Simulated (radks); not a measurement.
Values are calculated unless marked as measured or tabulated.
All-electron atom: the neodymium ion Nd16+ in [Kr] 4d8. Code: a radial shooting solver on a logarithmic mesh with Libxc functionals. Model: scalar-relativistic Kohn-Sham, PBE, spin-polarised, spherical densities, point nucleus; open shells are filled with parallel spins first (spin-orbit coupling, left out, can overturn this in heavy ions).

Local quantities along the radius. ELF = 1/(1 + alpha^2) is the electron localisation function; alpha = (tau - tau_W)/tau_unif compares the Pauli kinetic energy density with that of the uniform gas (summed over spins). tau is taken from the large components.

r (bohr)	ELF	alpha
0.0009499	0.999	0.02382
0.001071	0.999	0.02391
0.001217	0.999	0.02411
0.001373	0.999	0.02441
0.00156	0.999	0.02488
0.001759	0.999	0.02548
0.001999	0.999	0.02630
0.002254	0.999	0.02729
0.002562	0.999	0.02861
0.002888	0.999	0.03016
0.003283	0.999	0.03222
0.003701	0.999	0.03461
0.004207	0.999	0.03781
0.004781	0.998	0.04186
0.00539	0.998	0.04667
0.006127	0.997	0.05325
0.006908	0.996	0.06127
0.007851	0.995	0.07255
0.008852	0.993	0.08671
0.01006	0.989	0.1074
0.01134	0.982	0.1342
0.01289	0.970	0.1749
0.01454	0.950	0.2297
0.01652	0.910	0.3150
0.01863	0.843	0.4310
0.02117	0.731	0.6070
0.02406	0.584	0.8435
0.02713	0.452	1.101
0.03083	0.356	1.344
0.03477	0.324	1.444
0.03951	0.352	1.358
0.04455	0.431	1.150
0.05063	0.550	0.9050
0.05709	0.654	0.7267
0.06489	0.726	0.6144
0.07316	0.746	0.5828
0.08315	0.714	0.6328
0.0945	0.617	0.7887
0.1066	0.481	1.039
0.1211	0.363	1.326
0.1365	0.337	1.403
0.1552	0.414	1.189
0.175	0.553	0.8987
0.1989	0.687	0.6748
0.2242	0.751	0.5762
0.2548	0.743	0.5878
0.2873	0.637	0.7543
0.3266	0.395	1.237
0.3682	0.220	1.886
0.4185	0.231	1.825
0.4756	0.454	1.097
0.5363	0.687	0.6745
0.6095	0.790	0.5161
0.6872	0.796	0.5056
0.781	0.739	0.5943
0.8806	0.613	0.7940
1.001	0.396	1.236
1.128	0.182	2.117
1.283	0.051	4.307
1.446	0.011	9.626
1.644	0.001	26.78
1.853	0.000	83.09
2.106	0.000	342.8

On this mesh the ELF has minima near r = 0.035, 0.14, 0.37 bohr, which separate the shells, and maxima near 0.073 (0.75), 0.22 (0.75), 0.69 (0.80).

Self-consistent cycle (total energy in hartree, residual of the potential): 1: -9475.626900, 5e+01; 2: -9514.723183, 3e+01; 3: -9537.297195, 9e-01; 4: -9537.396819, 5e-01; 5: -9537.375919, 4e-02; 6: -9537.375847, 3e-03; 7: -9537.375919, 6e-04; 8: -9537.375926, 3e-06; 9: -9537.375926, 3e-06; 10: -9537.375926, 2e-06; 11: -9537.375926, 2e-06; 12: -9537.375926, 6e-08; 13: -9537.375926, 1e-08.
